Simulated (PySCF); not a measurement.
# Running PySCF for K³⁺

Input:

```python
from pyscf import gto, scf, cc

mol = gto.M(
    atom='K 0 0 0',
    basis='def2-qzvp',
    charge=3,
    spin=2,
    symmetry=True,
    verbose=4,
)
mf = scf.UHF(mol)
mf.kernel()
mycc = cc.CCSD(mf, frozen=5)
mycc.kernel()
e = mycc.eaccsd(nroots=4)[0]
print('roots (eV) =', (e*27.211386).round(3))
mf.dip_moment()
print('orbital energies (hartree):', [e[max(0, n-3):n+3].round(4) for e, n in zip(mf.mo_energy, mol.nelec)])
```

```bash
$ OMP_NUM_THREADS=1 python input.py
```

Output (some set-up lines and the per-cycle HOMO/LUMO lines with their warnings removed):

```
PySCF version 2.14.0

[INPUT] Symbol           X                Y                Z      unit          X                Y                Z       unit  Magmom
[INPUT]  1 K      0.000000000000   0.000000000000   0.000000000000 AA    0.000000000000   0.000000000000   0.000000000000 Bohr   0.0

nuclear repulsion = 0
point group symmetry = SO3
symmetry origin: [0. 0. 0.]
symmetry axis x: [1. 0. 0.]
symmetry axis y: [0. 1. 0.]
symmetry axis z: [0. 0. 1.]
num. orbitals of irrep s+0 = 11
num. orbitals of irrep p-1 = 6
num. orbitals of irrep p+0 = 6
num. orbitals of irrep p+1 = 6
num. orbitals of irrep d-2 = 4
num. orbitals of irrep d-1 = 4
num. orbitals of irrep d+0 = 4
num. orbitals of irrep d+1 = 4
num. orbitals of irrep d+2 = 4
num. orbitals of irrep f-3 = 1
num. orbitals of irrep f-2 = 1
num. orbitals of irrep f-1 = 1
num. orbitals of irrep f+0 = 1
num. orbitals of irrep f+1 = 1
num. orbitals of irrep f+2 = 1
num. orbitals of irrep f+3 = 1
number of shells = 22
number of NR pGTOs = 105
number of NR cGTOs = 56
basis = def2-qzvp
ecp = {}

******** <class 'pyscf.scf.uhf_symm.SymAdaptedUHF'> ********
method = SymAdaptedUHF
initial guess = minao
damping factor = 0
level_shift factor = 0
DIIS = <class 'pyscf.scf.diis.CDIIS'>
SCF conv_tol = 1e-09
SCF max_cycles = 50
number electrons alpha = 9  beta = 7
Freeze 0 electrons in irreps []
    16 free electrons in irreps s+0 p-1 p+0 p+1 d-2 d-1 d+0 d+1 d+2 f-3 f-2 f-1 f+0 f+1 f+2 f+3
init E= -599.052498215419

cycle= 1 E= -596.096402419366  delta_E= 2.96  |g|= 0.581  |ddm|= 1.63
cycle= 2 E= -596.247672801959  delta_E= -0.151  |g|= 0.0767  |ddm|= 1.17
cycle= 3 E= -596.248988411604  delta_E= -0.00132  |g|= 0.0103  |ddm|= 0.0968
cycle= 4 E= -596.249039805911  delta_E= -5.14e-05  |g|= 0.00164  |ddm|= 0.0211
cycle= 5 E= -596.24904126291  delta_E= -1.46e-06  |g|= 0.000192  |ddm|= 0.00425
cycle= 6 E= -596.249041283759  delta_E= -2.08e-08  |g|= 1.16e-05  |ddm|= 0.000577
cycle= 7 E= -596.249041283836  delta_E= -7.71e-11  |g|= 8.29e-07  |ddm|= 3.38e-05
Extra cycle  E= -596.249041283837  delta_E= -4.55e-13  |g|= 1.86e-07  |ddm|= 2.05e-06
converged SCF energy = -596.249041283837  <S^2> = 2.0004024  2S+1 = 3.0002683

******** <class 'pyscf.cc.uccsd.UCCSD'> ********
CC2 = 0
CCSD nocc = (np.int64(4), np.int64(2)), nmo = (51, 51)
frozen orbitals 5
max_cycle = 50
direct = 0
conv_tol = 1e-07
conv_tol_normt = 1e-06
Init t2, MP2 energy = -0.106000163320529
Init E_corr(UCCSD) = -0.11019705551608
cycle = 1  E_corr(UCCSD) = -0.127440836524657  dE = -0.017243781  norm(t1,t2) = 0.0324251
cycle = 2  E_corr(UCCSD) = -0.130708682620849  dE = -0.0032678461  norm(t1,t2) = 0.00955832
cycle = 3  E_corr(UCCSD) = -0.13201707706425  dE = -0.00130839444  norm(t1,t2) = 0.00363977
cycle = 4  E_corr(UCCSD) = -0.131985832329446  dE = 3.12447348e-05  norm(t1,t2) = 0.000399382
cycle = 5  E_corr(UCCSD) = -0.131987849535677  dE = -2.01720623e-06  norm(t1,t2) = 5.92654e-05
cycle = 6  E_corr(UCCSD) = -0.131987934322483  dE = -8.47868059e-08  norm(t1,t2) = 8.20461e-06
cycle = 7  E_corr(UCCSD) = -0.131987956520402  dE = -2.21979189e-08  norm(t1,t2) = 1.56608e-06
cycle = 8  E_corr(UCCSD) = -0.131987959275474  dE = -2.75507198e-09  norm(t1,t2) = 3.97233e-07
UCCSD converged
E(UCCSD) = -596.3810292431122  E_corr = -0.1319879592754735

******** <class 'pyscf.cc.eom_uccsd.EOMEA'> ********
max_space = 20
max_cycle = 50
conv_tol = 1e-07
partition = None
EOM-CCSD root 0 E = -1.66727573201617  qpwt = 0.966066  conv = True
EOM-CCSD root 1 E = -1.667275727859485  qpwt = 0.966066  conv = True
EOM-CCSD root 2 E = -1.539631511706608  qpwt = 9.54079e-15  conv = True
EOM-CCSD root 3 E = -0.8350024970231886  qpwt = 0.912307  conv = True
roots (eV) = [-45.369 -45.369 -41.896 -22.722]

WARN: System has nonzero charge 3; the dipole moment is origin-dependent.
Location of origin: [0. 0. 0.]

Dipole moment(X, Y, Z, Debye):  0.00000,  0.00000,  0.00000
orbital energies (hartree): [array([-2.3907, -2.3907, -2.3049, -0.8139, -0.7986, -0.7686]), array([-13.0763,  -2.8835,  -2.217 ,  -1.6128,  -1.6128,  -0.6935])]
```

In short: E(SCF) = -596.249041 Eh, 7 cycles, E(CCSD) − E(SCF) = -0.13199 Eh, ⟨S²⟩ = 2.000, attachment roots -45.369, -45.369, -41.896, -22.722 eV.

Hardware: Arm Neoverse V2, 1 thread, shared host. Wall time 5.1 s, peak memory 0.41 GiB.

Positive EA roots mean that the added electron is unbound. No search for the lowest solution was made.
